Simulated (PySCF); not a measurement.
**Core binding energy against partial charge**

Species: 2-methylstyrene, C9H10.
Z-matrix (Å and degrees, PBE0-D3(BJ)/def2-SVP geometry), rows numbered from 1:
```
C 
C   1  1.3389
C   2  1.4705  1  126.11
C   3  1.4034  2  120.64  1    25.02
C   4  1.3898  3  121.48  2  -179.37
C   5  1.3936  4  119.51  3    -0.45
C   6  1.3925  5  119.65  4    -0.08
C   7  1.3983  6  121.61  5     0.21
C   8  1.5024  3  121.43  2     0.37
H   1  1.0925  2  121.13  3  -179.01
H   1  1.0938  2  122.04  3     1.84
H   2  1.0948  1  117.78  3  -179.53
H   4  1.0924  3  118.96  2     2.02
H   5  1.0925  4  120.03  3  -179.72
H   6  1.0925  5  120.39  4  -179.67
H   7  1.0935  6  119.58  5  -179.98
H   9  1.1025  8  111.78  3   -62.87
H   9  1.1012  8  111.72  3    56.94
H   9  1.0985  8  110.85  3   177.27
```

Binding energies: delta-SCF UKS SCAN, pcX-2 on the ionised atom, pcseg-1 elsewhere, spin-free X2C (PySCF). Charges: PBE0/pcSseg-1 ground-state density, for the ionised atom.

| atom | environment | C 1s (eV) | Mulliken (e) | IAO (e) | Hirshfeld (e) | ESP (e) |
| --- | --- | --- | --- | --- | --- | --- |
| C1 | terminal =CH2 carbon | 289.70 | -0.138 | -0.305 | -0.098 | -0.427 |
| C6 | aromatic CH carbon | 289.87 | -0.064 | -0.149 | -0.051 | -0.114 |
| C4 | aromatic CH carbon | 289.88 | -0.055 | -0.144 | -0.049 | -0.145 |
| C7 | aromatic CH carbon | 289.90 | -0.057 | -0.158 | -0.056 | -0.323 |
| C5 | aromatic CH carbon | 289.94 | -0.068 | -0.154 | -0.055 | -0.210 |
| C8 | substituted aromatic carbon | 290.09 | -0.271 | +0.014 | +0.010 | +0.293 |
| C3 | substituted aromatic carbon | 290.18 | -0.145 | -0.014 | -0.006 | +0.012 |
| C2 | alkene CH carbon | 290.38 | -0.167 | -0.139 | -0.045 | -0.144 |
| C9 | benzylic-type carbon | 290.64 | -0.140 | -0.419 | -0.114 | -0.563 |

Question: Give the correlation coefficient and slope of binding energy on charge for each scheme.

Answer: Hirshfeld: r = -0.11, slope -0.9 eV per e; ESP: r = -0.14, slope -0.2 eV per e; IAO: r = -0.24, slope -0.5 eV per e; Mulliken: r = -0.39, slope -1.6 eV per e. On 9 points no scheme stands out.

Question: The point-charge model writes a binding energy as kq + V + constant, with V the potential of the other atoms' charges at the site. What does it give with the Mulliken charges?

Answer: V = Σ 14.40 eV Å × q/r over all other atoms: +1.43 eV at C1, -0.43 eV at C6, -1.33 eV at C4, -1.55 eV at C7, -0.34 eV at C5, -0.27 eV at C8, -2.22 eV at C3, -0.05 eV at C2, +2.10 eV at C9. Fitting binding energy − V to q gives k = 3.4 eV per e and leaves an rms residual of 1.22 eV, against 0.25 eV for the fit on q alone. The model has no term for differences in relaxation between sites.

The unrestricted hole states depart most from a pure doublet (⟨S²⟩ = 0.75; over 0.85 named) for C 1s of C6 (0.86), C 1s of C4 (0.86), C 1s of C7 (0.87), C 1s of C5 (0.86), C 1s of C8 (0.88), C 1s of C3 (0.88) and C 1s of C2 (0.95), which makes these values less certain. Isolated species at its PBE0-D3(BJ)/def2-SVP geometry (one conformer only).
